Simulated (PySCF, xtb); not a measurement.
C2H5Al, SMILES C=[CH][AlH2].

xtb 6.7.1 with GFN2-xTB at its own geometry gives an orbital gap of 3.91 eV and a dipole moment of 1.41 D.

Coordinates come from a PBE0-D3(BJ)/def2-TZVP optimisation.

What does PySCF with CAM-B3LYP/def2-TZVPD give? (Estimate from the structure and the level; the computed values follow.)

gap 8.74 eV (levels -9.45 and -0.71 eV), dipole 0.81 D.
